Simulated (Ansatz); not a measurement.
Reaction (formal exchange of groups at a Ga–C bond): `CN[C](O)(F)[GaH2]` + `CB[TeH]` → `C[B]([GaH2])[TeH]` + `CNC(O)F`

Program: Ansatz. Geometries: PBE0-D4/def2-TZVP. ΔE: electronic, gas phase. CCSD(T)/CBS is the MP2 limit (def2-TZVPP, def2-QZVPP) plus CCSD(T) − MP2 in def2-TZVPP, frozen cores. DFT in def2-TZVPP. Elements past krypton have def2 core potentials. For Ga, Te outer-core shells are correlated without core-valence functions, which leaves a few kJ/mol of doubt a bond. Scalar relativity is left out up to krypton. Each species was taken in one conformer, which may not be the lowest.

| species | r2SCAN energy (Eh) |
| --- | --- |
| `CN[C](O)(F)[GaH2]` | -2235.02875 |
| `CB[TeH]` | -334.07902 |
| `C[B]([GaH2])[TeH]` | -2259.50319 |
| `CNC(O)F` | -309.61574 |

Task: Work out ΔE.

Result: ΔE = (-2259.50319) + (-309.61574) − (-2235.02875) − (-334.07902) = -0.01116 Eh = -7.0 kcal/mol. CCSD(T)/CBS gives -7.3 kcal/mol.

Largest T1 diagnostic among the species: 0.014.

From PBE to PBE0 (25 % exact exchange), in def2-TZVPP and without D4, ΔE moves by −0.9 kcal/mol.
